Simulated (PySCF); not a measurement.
Compound: calcium 3-(trifluoromethyl)phenoxide, C7H4CaF3O (doublet state).
SMILES with atom numbers: `[F:1][C:2]([F:3])([F:4])[c:5]1[cH:6][cH:7][cH:8][c:9]([O:10][Ca:11])[cH:12]1` (hydrogens: H13 on C6; H14 on C7; H15 on C8; H16 on C12)
Bond orders are those of one Lewis drawing.

Method: PBE0-D3(BJ)/def2-SVP geometry optimisation, gas phase in PySCF; unrestricted, density fitting, grid level 1; the optimiser is geomeTRIC in internal coordinates, started from a GFN2-xTB structure with every atom displaced at random (about 0.01 Å).

At the end of the run (lengths in Å): O10–Ca11 2.012, F1–C2 1.341, C8–H15 1.093, C2–F4 1.338, C9–O10 1.321, C2–F3 1.339, C8–C9 1.408, C9–O10–Ca11 179.8°, C2–C5–C12 119.1°, F1–C2–C5 111.6°, C2–C5–C6 119.9°, F1–C2–C5–C6 -92°, H16–C12–C5–C2 3°, H16–C12–C9–C8 179°.

Question: These geometries were met on the way; a selection of coordinates is given. Order them by energy above the end point, lowest first.
A. O10–Ca11 2.037, F1–C2 1.345, C8–H15 1.094, C2–F4 1.332, C9–O10 1.341, C2–F3 1.336, C8–C9 1.405, C9–O10–Ca11 154.3°, C2–C5–C12 118.4°, F1–C2–C5 111.7°, C2–C5–C6 121.9°, F1–C2–C5–C6 -96°, H16–C12–C5–C2 2°, H16–C12–C9–C8 178°
B. O10–Ca11 2.032, F1–C2 1.395, C8–H15 1.058, C2–F4 1.309, C9–O10 1.295, C2–F3 1.354, C8–C9 1.411, C9–O10–Ca11 96.6°, C2–C5–C12 115.7°, F1–C2–C5 108.3°, C2–C5–C6 122.8°, F1–C2–C5–C6 -121°, H16–C12–C5–C2 13°, H16–C12–C9–C8 171°
C. O10–Ca11 2.060, F1–C2 1.346, C8–H15 1.093, C2–F4 1.334, C9–O10 1.325, C2–F3 1.336, C8–C9 1.418, C9–O10–Ca11 136.3°, C2–C5–C12 119.0°, F1–C2–C5 110.5°, C2–C5–C6 118.9°, F1–C2–C5–C6 -102°, H16–C12–C5–C2 1°, H16–C12–C9–C8 -179°
D. O10–Ca11 2.112, F1–C2 1.347, C8–H15 1.091, C2–F4 1.330, C9–O10 1.307, C2–F3 1.337, C8–C9 1.422, C9–O10–Ca11 98.5°, C2–C5–C12 118.2°, F1–C2–C5 110.7°, C2–C5–C6 121.1°, F1–C2–C5–C6 -124°, H16–C12–C5–C2 7°, H16–C12–C9–C8 170°
E. O10–Ca11 2.020, F1–C2 1.339, C8–H15 1.093, C2–F4 1.339, C9–O10 1.329, C2–F3 1.340, C8–C9 1.408, C9–O10–Ca11 165.6°, C2–C5–C12 119.3°, F1–C2–C5 111.4°, C2–C5–C6 120.9°, F1–C2–C5–C6 -93°, H16–C12–C5–C2 4°, H16–C12–C9–C8 176°

Answer: E (0.059 eV), A (0.105 eV), C (0.185 eV), D (0.365 eV), B (0.605 eV).

| step | E above end (eV) | rms distance from the end, all atoms (Å) | largest force (eV/Å) | rms shift of all bonds from the end (Å) |
| --- | --- | --- | --- | --- |
| 18 | 0.059 | 0.174 | 0.663 | 0.003 |
| 15 | 0.105 | 0.231 | 1.051 | 0.009 |
| 12 | 0.185 | 0.349 | 0.496 | 0.013 |
| 4 | 0.365 | 0.725 | 0.182 | 0.026 |
| 0 | 0.605 | 0.780 | 1.618 | 0.021 |

Rows stand in the order of the answer.
